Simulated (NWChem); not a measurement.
# SiNH₂I, singlet; SMILES N[Si]I

```xyz
5

Si     0.7027     1.5899     0.0000
I     -0.0229    -0.8237     0.0000
N     -0.8484     2.3169     0.0000
H     -1.7503     1.8475     0.0000
H     -0.9381     3.3300     0.0000
```
Atoms are numbered in this order, from 1.

Results from NWChem. Low-valent species are run as closed-shell singlets; no triplet was tried in these runs. Geometry: optimised at PBE0/def2-SVP. def2 effective core potentials on I; no spin-orbit coupling. Vertical excitations in the gas phase; the lowest state need not have the same character in each row.

### Question
Among these, which level gives the highest value of “lowest excitation, singlet (eV)”?
A) PBE0/def2-SVP, TDA
B) B3LYP/def2-SVP, TDA
C) PBE/def2-SVP, TDA
D) BHandHLYP/def2-SVP, TDA

### Answer
D, BHandHLYP/def2-SVP, TDA. Values: PBE/def2-SVP, TDA 3.66; B3LYP/def2-SVP, TDA 3.96; PBE0/def2-SVP, TDA 4.05; BHandHLYP/def2-SVP, TDA 4.28
